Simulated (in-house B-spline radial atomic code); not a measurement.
# Sc IV (Sc3+): [Ne] 3s1 3p6 (6d3/2)1 (an excited or competing configuration)

Level of theory: Dirac-Hartree-Fock, average of the jj configuration, Fermi nucleus of rms radius 3.5459 fm; calculated with a radial B-spline atomic code at the basis-set limit.

Z_r = [3n² - l(l+1)]/(2<r>); Z_e = n√(-2ε); the last column is Slater's effective charge. Values are occupation-weighted means over j.

```csv
shell,electrons,ε (eV),<r> (bohr),Z_r,Z_e,Slater
1s,2,-4595.3,0.07298,20.55,18.38,20.70
2s,2,-577.37,0.3409,17.60,13.03,16.85
2p,6,-480.73,0.3056,16.36,11.89,16.85
3s,1,-119.62,1.029,13.12,8.90,10.10
3p,6,-88.253,1.097,11.39,7.64,10.10
6d,1,-7.206,10.62,4.80,4.37,4.00
```

The least bound orbital is 6d3/2 at -7.206 eV, and it is also the most diffuse (<r> = 10.62 bohr). The part-filled 3s shell lies below the filled 3p shell in orbital energy.

For the 1s electron the small component carries 0.565 % of the norm, the zero-frequency Breit interaction raises the level by 4.216 eV, self-energy by 1.975 eV, and vacuum polarisation lowers it by 0.1497 eV.
